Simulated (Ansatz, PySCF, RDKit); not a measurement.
Complex: CHN (SMILES C#N) (first 3 atoms) with HI (SMILES I); geometry from B3LYP-D3(BJ)/def2-TZVP, rigid monomers moved along the line of their centres of mass till N2···H5 is 3.15 Å.
(charge 0, multiplicity 1):
```xyz
5

C      1.108    -0.167     1.039
N      0.229     0.016     1.750
H      1.927    -0.339     0.377
I     -3.420     0.802     4.715
H     -2.181     0.532     3.705
```

Interaction energies are E(AB) − E(A) − E(B) at the monomers' geometry in the complex; basis-set methods are counterpoise corrected. Rows marked so take none. RDKit's UFF carries no charges.

Rows in STO-3G carry no dispersion term and start afresh at each structure; the Pople sets are all-electron and without relativity.

Run with Ansatz (Gaussian basis) for Hartree–Fock, density functionals and correlated methods; PySCF for STO-3G rows, the dispersion terms; RDKit for the force fields. Values without a source in brackets are computed. In def2 rows elements past Kr take small-core potentials, without spin–orbit coupling.

Question: One of these levels gives -1.20 kcal/mol for the interaction energy. Which one is it?
A. r2SCAN-D3(BJ)/def2-TZVPPD
B. UFF
C. HF/STO-3G (no counterpoise)

Answer: C, HF/STO-3G (no counterpoise). The others give -0.22 (UFF), -1.52 (r2SCAN-D3(BJ)/def2-TZVPPD)

Ansatz is an electronic-structure program.
